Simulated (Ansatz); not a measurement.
Born–Oppenheimer molecular dynamics of ClF$_{2}$HOTi (6 atoms, charge 0, multiplicity 1). It starts from a relaxed structure.

Computed with RKS r2SCAN-D4/def2-SVP in Ansatz.

| Quantity | Value |
| --- | --- |
| ensemble | NVT, Langevin thermostat |
| time step | 0.25 fs |
| steps asked | 100 |
| set temperature | 3000 K |
| friction | 0.001 /fs |
| seed | 81640 |

Frames 0.25 fs apart, positions in Å, forces in eV/Å.

Velocities at 0 fs (Å/ps):

```
Ti -1.89 -11.32 5.27
Cl 9.94 4.56 -3.31
F -0.30 8.35 3.90
F 3.26 8.73 5.32
O -18.16 7.38 -22.51
H -27.30 -61.77 49.80
```

```xyz
6
Properties=species:S:1:pos:R:3:forces:R:3 time_fs=0 energy_less_start_eV=0.000 T=2500
Ti 0.041 -0.028 0.101 0.00 0.01 0.00
Cl 0.131 0.176 2.288 0.00 0.00 0.00
F 1.636 0.004 -0.592 0.00 0.00 0.00
F -0.906 1.284 -0.538 0.00 0.00 0.00
O -0.723 -1.548 -0.326 0.01 -0.01 0.00
H -1.578 -1.995 -0.288 -0.01 0.00 0.00
6
Properties=species:S:1:pos:R:3:forces:R:3 time_fs=0.25 energy_less_start_eV=0.003 T=2508
Ti 0.041 -0.030 0.102 -0.04 0.11 -0.08
Cl 0.133 0.177 2.287 0.00 -0.01 0.02
F 1.636 0.006 -0.591 -0.02 -0.01 0.01
F -0.905 1.286 -0.537 0.05 -0.07 0.04
O -0.728 -1.546 -0.331 -0.47 -0.28 0.04
H -1.585 -2.010 -0.275 0.48 0.27 -0.03
6
Properties=species:S:1:pos:R:3:forces:R:3 time_fs=0.5 energy_less_start_eV=0.013 T=2467
Ti 0.040 -0.033 0.103 -0.07 0.21 -0.15
Cl 0.136 0.178 2.286 0.00 -0.02 0.04
F 1.636 0.008 -0.590 -0.04 -0.02 0.01
F -0.905 1.288 -0.536 0.10 -0.14 0.07
O -0.732 -1.544 -0.337 -0.89 -0.55 0.10
H -1.591 -2.025 -0.262 0.91 0.52 -0.08
6
Properties=species:S:1:pos:R:3:forces:R:3 time_fs=0.75 energy_less_start_eV=0.028 T=2410
Ti 0.040 -0.036 0.105 -0.10 0.32 -0.22
Cl 0.138 0.179 2.285 -0.01 -0.03 0.06
F 1.636 0.011 -0.589 -0.05 -0.04 0.02
F -0.904 1.290 -0.534 0.14 -0.21 0.11
O -0.737 -1.542 -0.343 -1.26 -0.80 0.17
H -1.596 -2.039 -0.250 1.28 0.76 -0.14
6
Properties=species:S:1:pos:R:3:forces:R:3 time_fs=1 energy_less_start_eV=0.046 T=2355
Ti 0.039 -0.039 0.106 -0.13 0.42 -0.29
Cl 0.140 0.181 2.284 -0.01 -0.04 0.09
F 1.635 0.013 -0.588 -0.07 -0.05 0.03
F -0.903 1.293 -0.533 0.19 -0.28 0.14
O -0.741 -1.540 -0.348 -1.56 -1.03 0.24
H -1.601 -2.052 -0.238 1.59 0.97 -0.21
6
Properties=species:S:1:pos:R:3:forces:R:3 time_fs=1.25 energy_less_start_eV=0.066 T=2318
Ti 0.039 -0.042 0.107 -0.16 0.53 -0.36
Cl 0.143 0.182 2.283 -0.01 -0.04 0.11
F 1.635 0.015 -0.588 -0.09 -0.06 0.03
F -0.902 1.295 -0.531 0.23 -0.34 0.18
O -0.746 -1.538 -0.354 -1.82 -1.23 0.32
H -1.605 -2.064 -0.225 1.85 1.16 -0.28
6
Properties=species:S:1:pos:R:3:forces:R:3 time_fs=1.5 energy_less_start_eV=0.088 T=2328
Ti 0.039 -0.045 0.108 -0.19 0.62 -0.43
Cl 0.145 0.182 2.282 -0.02 -0.05 0.13
F 1.635 0.017 -0.587 -0.11 -0.08 0.04
F -0.901 1.297 -0.530 0.28 -0.41 0.21
O -0.750 -1.537 -0.359 -2.02 -1.41 0.40
H -1.607 -2.076 -0.213 2.06 1.32 -0.36
6
Properties=species:S:1:pos:R:3:forces:R:3 time_fs=1.75 energy_less_start_eV=0.109 T=2324
Ti 0.038 -0.048 0.109 -0.23 0.72 -0.50
Cl 0.148 0.183 2.281 -0.02 -0.06 0.16
F 1.635 0.019 -0.586 -0.12 -0.09 0.04
F -0.901 1.299 -0.528 0.32 -0.48 0.24
O -0.755 -1.535 -0.365 -2.18 -1.56 0.49
H -1.608 -2.087 -0.201 2.23 1.47 -0.43
6
Properties=species:S:1:pos:R:3:forces:R:3 time_fs=2 energy_less_start_eV=0.128 T=2316
Ti 0.038 -0.051 0.111 -0.27 0.82 -0.57
Cl 0.150 0.184 2.280 -0.02 -0.07 0.18
F 1.635 0.021 -0.585 -0.13 -0.10 0.05
F -0.900 1.301 -0.527 0.37 -0.55 0.27
O -0.760 -1.533 -0.370 -2.29 -1.69 0.57
H -1.608 -2.097 -0.189 2.34 1.59 -0.51
6
Properties=species:S:1:pos:R:3:forces:R:3 time_fs=2.25 energy_less_start_eV=0.145 T=2263
Ti 0.038 -0.053 0.112 -0.31 0.91 -0.64
Cl 0.152 0.185 2.279 -0.02 -0.08 0.21
F 1.635 0.023 -0.584 -0.15 -0.11 0.05
F -0.899 1.304 -0.525 0.41 -0.62 0.31
O -0.765 -1.532 -0.376 -2.35 -1.78 0.65
H -1.607 -2.107 -0.177 2.41 1.68 -0.58
6
Properties=species:S:1:pos:R:3:forces:R:3 time_fs=2.5 energy_less_start_eV=0.158 T=2247
Ti 0.037 -0.056 0.113 -0.34 1.00 -0.71
Cl 0.155 0.186 2.278 -0.02 -0.08 0.23
F 1.635 0.025 -0.583 -0.17 -0.12 0.06
F -0.898 1.306 -0.524 0.46 -0.68 0.34
O -0.770 -1.530 -0.382 -2.37 -1.84 0.72
H -1.604 -2.115 -0.167 2.44 1.74 -0.64
6
Properties=species:S:1:pos:R:3:forces:R:3 time_fs=2.75 energy_less_start_eV=0.168 T=2256
Ti 0.037 -0.059 0.114 -0.38 1.08 -0.78
Cl 0.157 0.187 2.277 -0.02 -0.09 0.25
F 1.635 0.026 -0.582 -0.18 -0.14 0.06
F -0.897 1.308 -0.522 0.50 -0.75 0.37
O -0.775 -1.529 -0.387 -2.35 -1.89 0.79
H -1.600 -2.122 -0.156 2.44 1.78 -0.69
```

Of the whole run (25 fs, mean temperature of the second half 1279 K): The mean temperature of the second half is 57 % below the set value. A run of 0.025 ps of so small a system gives no equilibrium averages.

Run time: 6.9 min on 2 threads of Arm Neoverse V2, on a shared host, peak memory 0.21 GiB.
